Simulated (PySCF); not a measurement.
A PySCF script (with the pyscf-properties extension) for the NMR shieldings of `C1=CC[Si](O)(O)[C@H]1C`, C₅H₁₀O₂Si, on a GFN2-xTB geometry:

```python
import basis_set_exchange as bse
import numpy as np
from pyscf import gto, dft
from pyscf.prop import nmr

atoms = """
C     2.113603    0.207347    0.105710
C     0.786899   -0.024310   -0.620564
C     0.367690   -1.463134   -0.493199
C    -0.794049   -1.756171    0.067334
C    -1.673805   -0.642917    0.553178
Si   -0.705082    0.931657    0.106906
O    -1.411578    1.977206   -0.942673
O    -0.401097    1.815065    1.433948
H     2.439152    1.238436   -0.013620
H     1.997832    0.006176    1.167651
H     2.889773   -0.447951   -0.287941
H     0.952134    0.193784   -1.682437
H     1.046395   -2.225468   -0.850060
H    -1.135776   -2.774327    0.193031
H    -1.842370   -0.747478    1.624934
H    -2.655460   -0.709323    0.081242
H    -1.704620    1.671358   -1.796094
H    -0.278402    2.756368    1.340999
"""
names = dict.fromkeys(["C", "Si", "O", "H"], "pcSseg-1")
basis = {el: gto.basis.parse(bse.get_basis(n, elements=[el], fmt="nwchem")) for el, n in names.items()}
mol = gto.M(atom=atoms, basis=basis, charge=0, verbose=0)
mf = dft.RKS(mol, xc="PBE0")
mf.grids.level = 2
mf.grids.alignment = dft.numint.BLKSIZE   # the property module wants whole blocks of grid points
mf.conv_tol = 1e-9
mf.kernel()

calc = nmr.RKS(mf)   # GIAO
C = mf.mo_coeff
Co = C[:, mf.mo_occ > 0]
resp = mf.gen_response(singlet=True, hermi=2)
def vind(x):   # induced exchange potential for any number of trial vectors
    d = np.einsum("pi,xij,qj->xpq", C, 2 * x.reshape(-1, C.shape[1], Co.shape[1]), Co, optimize=True)
    return np.einsum("xpq,pi,qj->xij", resp(d - d.transpose(0, 2, 1)), C, Co, optimize=True).ravel()
mo1, _ = nmr.rhf.solve_mo1(calc, with_cphf=vind)
sigma = calc.kernel(mo1)
for i, s in enumerate(sigma):   # ppm
    print("%2d %-2s %9.2f" % (i, mol.atom_pure_symbol(i), np.trace(s) / 3))
```

**Question.** What are the results?

**Answer.** 
```
 0 C     169.21
 1 C     158.98
 2 C      40.78
 3 C      50.99
 4 C     166.49
 5 Si    340.11
 6 O     286.80
 7 O     299.77
 8 H      30.57
 9 H      30.81
10 H      30.48
11 H      30.43
12 H      25.77
13 H      25.69
14 H      30.20
15 H      30.55
16 H      30.27
17 H      29.90
```

These numbers come from an equivalent density-fitted implementation of the same equations, which agrees with the script to about 0.01 ppm for H and up to a few tenths of a ppm for heavy atoms, so last digits may differ.

**Question.** Turn these shieldings into chemical shifts. Chemical shifts δ = σref − σ; 13C (σ = 186.93 ppm), 29Si (σ = 349.16 ppm), 1H (σ = 31.72 ppm) vs TMS; H2O for 17O (σ = 336.08 ppm), all at this level.

**Answer.** Averaging equivalent atoms: C 2: 146.1; C 3: 135.9; C 1: 27.9; C 4: 20.4; C 0: 17.7; Si 5: 9.0; O 6: 49.3; O 7: 36.3; H 13: 6.03; H 12: 5.95; H 17: 1.82; H 14: 1.52; H 16: 1.45; H 11: 1.29; H 15: 1.16; H 8/9/10: 1.10 ppm. Experimental scales use liquid or dissolved standards, which lie at an offset from isolated H2O (liquid H2O: subtract about 36 ppm).

Size and cost of the density-fitted run: 193 basis functions, 68 s wall time on 1 thread of an AMD EPYC, shared host; peak memory 0.87 GiB.
